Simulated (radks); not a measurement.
The numbers below are computed, except where a source is named.
All-electron atom: Cu I in [Ar] 3d10 7d1 (not the ground configuration). Code: a radial shooting solver on a logarithmic mesh with Libxc functionals. Model: non-relativistic Kohn-Sham, SCAN, spin-polarised, spherical densities, point nucleus; open shells are filled with parallel spins first; meta-GGA in the generalised Kohn-Sham scheme.

Radial electron density D(r) = 4 pi r^2 rho(r):

```
   r/bohr * D(r) (the largest magnitude, 39.1, reaches the edge; | marks zero)
 0.001729 |*
 0.002478 | *
 0.003552 |  *
 0.005091 |     *
 0.007298 |         *
  0.01046 |                 *
  0.01499 |                           *
  0.02149 |                                      *
   0.0308 |                                               *
  0.04415 |                                               *
  0.06328 |                                        *
   0.0907 |                                       *
     0.13 |                                                  *
   0.1863 |                                                      *
   0.2671 |                                    *
   0.3828 |                        *
   0.5487 |                              *
   0.7865 |                          *
    1.127 |           *
    1.616 |   *
    2.316 |*
    3.319 *
    4.758 *
    6.819 *
    9.775 *
    14.01 *
    28.78 *
    41.26 *
    59.13 *
    84.76 *
```

D(r) has 6 maxima, at r = 0.0373, 0.168, 0.609, 14.6, 28.8, 55.0 bohr, and minima at 0.0798, 0.380 bohr, inside which lie 2.12, 10.86 electrons.
